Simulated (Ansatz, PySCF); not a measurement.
Gas-phase reaction (SMILES): CN(C)B(Br)Br [N-dibromoboranyl-N-methylmethanamine] + N (NH3) -> NB(Br)Br + CNC [N-methylmethanamine]; ammonia cleaves one B-N bond, a model of a ligand-exchange step.

Structures are relaxed separately at B3LYP-D3(BJ)/def2-TZVP in Ansatz (an electronic-structure program), one conformer each, not searched for the lowest. Valence correlation only, unless marked. No spin-orbit coupling. The frozen core is the preceding noble-gas configuration, with the filled d and f shells of earlier blocks. Non-relativistic. CBS(X,Y): correlation extrapolated as X^-3; Hartree-Fock from the larger set. The bracket is a focal-point correction in the basis named. Thermal terms are rigid-rotor harmonic-oscillator values from B3LYP-D3(BJ) frequencies (Ansatz or PySCF) at 298.15 K and 1 atm. 1 Eh = 627.5095 kcal/mol.

```csv
species,"E, RI-MP2/CBS(aug-cc-pVTZ,aug-cc-pVQZ)+[CCSD(T)-MP2]/aug-cc-pVTZ (Ansatz) (Eh)","E, PBE/def2-TZVPD (Ansatz) (Eh)",H - E (Eh)
CN(C)B(Br)Br,-5304.69106,-5306.91639,0.09791
N (NH3),-56.50756,-56.51037,0.03799
NB(Br)Br,-5226.19067,-5228.39651,0.03873
CNC,-135.00124,-135.02771,0.09743
```

Work out ΔE and ΔH at 298.15 K at the first level, then ΔH at the second.


1. ΔE = [(-5226.19067) + (-135.00124)] - [(-5304.69106) + (-56.50756)] = 0.00671 Eh = 4.2 kcal/mol at RI-MP2/CBS(aug-cc-pVTZ,aug-cc-pVQZ)+[CCSD(T)-MP2]/aug-cc-pVTZ.
2. The terms H - E add up to 0.00026 Eh, so ΔH = (0.00671 + (0.00026))×627.5095 = 4.4 kcal/mol.
3. At PBE/def2-TZVPD the same steps give ΔE = 1.6 and ΔH = 1.8 kcal/mol, a shift of -2.6 from the first level.
4. These values are not checked against measurement here, since the tables used lack a sound gas-phase enthalpy of formation for at least one species.
